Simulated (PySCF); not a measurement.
selenium hexafluoride (F6Se), SMILES F[Se](F)(F)(F)(F)F.

Geometry: B3LYP-D3(BJ)/def2-SVP.

Two levels are set side by side: PBE/def2-TZVP (PySCF) and ωB97X/def2-TZVP (PySCF). Same geometry, gas phase. Differences are taken from unrounded values.

```tsv
quantity	PBE
orbital gap (eV)	5.25
highest occupied level (eV)	-10.43
lowest empty level (eV)	-5.18
mean polarisability (bohr³)	33.5
```

Q: These are the PBE values. What does ωB97X give? (An estimate is asked for; the answer gives what the named calculation found.)

A: 
```
quantity                      ωB97X  PBE minus ωB97X
---------------------------  ------  ---------------
orbital gap (eV)              13.45            -8.20
highest occupied level (eV)  -15.28             4.85
lowest empty level (eV)       -1.83            -3.35
mean polarisability (bohr³)    32.0              1.6
```

Without exact exchange PBE keeps part of each electron's self-repulsion, which lifts occupied levels and narrows the gap. Loosely held outer electrons make PBE densities more polarisable. Differences between two approximate levels are no errors against the true value.

Rough cost on one machine, each run with all the roots and properties that it gave: ωB97X against PBE within a factor of 2.
